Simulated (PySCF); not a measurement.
Compound: C₃H₅Cl₃O₂Si.
Atom-mapped SMILES: `[O:1]=[C:2]([CH2:3][C:4]([Cl:5])([Cl:6])[Cl:7])[O:8][SiH3:9]` (hydrogens: H10, H11 on C3; H12, H13, H14 on Si9)

Level of theory: PySCF, PBE0-D3(BJ)/def2-SVP geometry optimisation, gas phase.

Some entries are withheld. Bonds in one row agree within 0.01 Å.

```json
{"coordinate": "O1=C2", "value": "?"}
{"coordinate": "C2–C3", "value": "1.514 Å"}
{"coordinate": "C3–C4", "value": "1.521 Å"}
{"coordinate": "C4–Cl5, C4–Cl7", "value": "?"}
{"coordinate": "C4–Cl6", "value": "?"}
{"coordinate": "C2–O8", "value": "?"}
{"coordinate": "O8–Si9", "value": "1.723 Å"}
{"coordinate": "C3–H10, C3–H11", "value": "1.100 Å"}
{"coordinate": "Si9–H12, Si9–H13, Si9–H14", "value": "1.485 Å"}
{"coordinate": "O1–C2–C3", "value": "121.9°"}
{"coordinate": "O1–C2–O8", "value": "122.9°"}
{"coordinate": "C3–C2–O8", "value": "115.1°"}
{"coordinate": "C2–C3–C4", "value": "117.8°"}
{"coordinate": "C3–C4–Cl5", "value": "?"}
{"coordinate": "C3–C4–Cl6", "value": "?"}
{"coordinate": "C3–C4–Cl7", "value": "?"}
{"coordinate": "Cl5–C4–Cl6", "value": "?"}
{"coordinate": "Cl6–C4–Cl7", "value": "?"}
{"coordinate": "C2–O8–Si9", "value": "117.9°"}
```

Q: Fill in the missing values.

A: 
- O1=C2 = 1.204 Å, drawn double (carbonyl oxygen to carbonyl carbon); 0.19 Å below the sum of covalent radii, 1.39 Å.
- C4–Cl5, C4–Cl7 = 1.777 Å, drawn single (CCl3 carbon to chlorine of a CCl3 group); equal to the sum of covalent radii, 1.78 Å.
- C4–Cl6 = 1.787 Å, drawn single (CCl3 carbon to chlorine of a CCl3 group); 0.01 Å above the sum of covalent radii, 1.78 Å.
- C2–O8 = 1.326 Å, drawn single (carbonyl carbon to oxygen singly bound to a carbonyl carbon); 0.06 Å below the sum of covalent radii, 1.39 Å.
- C3–C4–Cl5 = 109.9°, at the CCl3 carbon; the outer atoms are 2.707 Å apart.
- C3–C4–Cl6 = 107.8°, at the CCl3 carbon; the outer atoms are 2.677 Å apart.
- C3–C4–Cl7 = 112.2°, at the CCl3 carbon; the outer atoms are 2.737 Å apart.
- Cl5–C4–Cl6 = 108.7°, at the CCl3 carbon; the outer atoms are 2.900 Å apart.
- Cl6–C4–Cl7 = 108.3°, at the CCl3 carbon; the outer atoms are 2.885 Å apart.

Radii are Cordero's, carbon taken as 0.76, 0.73 or 0.69 Å for four, three, and two or fewer neighbours.

Not checked by PBE0-D3(BJ)/def2-SVP frequencies. The numbers are those of one conformer (O1–C2–C3–C4 149°, O1–C2–O8–Si9 -3°).

The run took 1.8 min of wall time on one thread of an Arm Neoverse V2, no GPU (shared host), and the process peaked at 0.76 GiB of memory. These figures are those of the optimisation.
